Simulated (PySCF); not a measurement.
Correlation energy of Cu(3+) (copper, charge +3)

[Ar] 3d8, high-spin 3F determinant. Calculation: PySCF 2.14, in aug-cc-pVDZ-DK (7s6p4d2f, 59 functions); the spin-free X2C one-electron Hamiltonian (Gaussian nucleus). Frozen: [Ar]; 8 electrons correlated.

| level | correlation energy (mhartree) |
| --- | --- |
| CCSD | -197.37 |
| (T) | -1.80 |
| CCSD(T) | -199.17 |

Diagnostics: T1 = 0.0046, D1 = 0.0066, largest double amplitude 0.022.

Problem. Is a single reference adequate?

Solution. Yes: T1 lies below 0.03 and no double amplitude reaches 0.07.
